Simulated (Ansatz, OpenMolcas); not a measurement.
# Heat of formation of HOI (hypoiodous acid) from total energies

HOI: 3 atoms, total charge 0, spin state singlet. SMILES: `OI`. Geometry: relaxed at PBE0-D4/def2-TZVP.

```tsv
atom	x (Å)	y (Å)	z (Å)
O	-0.3762	-0.4676	-0.2534
I	1.2471	0.1302	0.6970
H	-0.8709	0.3375	-0.4436
```

Total energies at HF/def2-TZVPP (core potential) (OpenMolcas 26.06); the atoms run unrestricted:

| species | state | energy (Eh) |
| --- | --- | --- |
| HOI | singlet | -372.097346 |
| O | triplet | -74.815625 |
| I | doublet | -296.658567 |
| H | doublet | -0.499810 |

Harmonic wavenumbers at PBE0-D4/def2-TZVP, in cm⁻¹: 614, 1100, 3843.

Measured heats of formation of the gaseous atoms at 298.15 K, in kJ/mol: O 249.2, I 106.8, H 218.0. Spin-orbit lowering of the atoms at 298 K (mean of the ground term's levels less their thermal mean, from spectra), in kJ/mol: O 0.40, I 30.32. Take 1 Eh = 2625.50 kJ/mol, 1 cm⁻¹ = 0.0119627 kJ/mol, RT = 2.479 kJ/mol.

Question: Work out the heat of formation of the gas at 298 K.

Answer: 
1. Electronic atomisation energy: (-74.815625) + (-296.658567) + (-0.499810) − (-372.097346) = 0.123344 Eh = 323.8 kJ/mol.
2. Zero-point energy: half the sum of the wavenumbers, 2778.5 cm⁻¹ = 33.2 kJ/mol.
3. Thermal vibrational enthalpy, Σ hcν̃/(exp(hcν̃/kT) − 1): 0.5 kJ/mol. Translation, rotation and pV of a non-linear molecule: 4 RT = 9.9 kJ/mol.
4. The 3 free atoms carry 5/2 RT each: 18.6 kJ/mol.
5. Spin-orbit coupling lowers the free atoms by 0.40 + 30.32 = 30.7 kJ/mol.
6. Atomisation enthalpy at 298 K: 323.8 − 30.7 − 33.2 − 0.5 − 9.9 + 18.6 = 268.1 kJ/mol.
7. Sum of the atoms' heats of formation: 574.0 kJ/mol. Heat of formation: 574.0 − 268.1 = +305.9 kJ/mol.

The tabulated value is -61.3 kJ/mol (Active Thermochemical Tables), so this level is off by +367.2 kJ/mol, or 57.8 % of the atomisation enthalpy. Hartree–Fock leaves out correlation, which is larger in the molecule than in the atoms, so it underbinds and puts the heat of formation too high. Anharmonicity and any spin-orbit splitting of the molecule are left out.
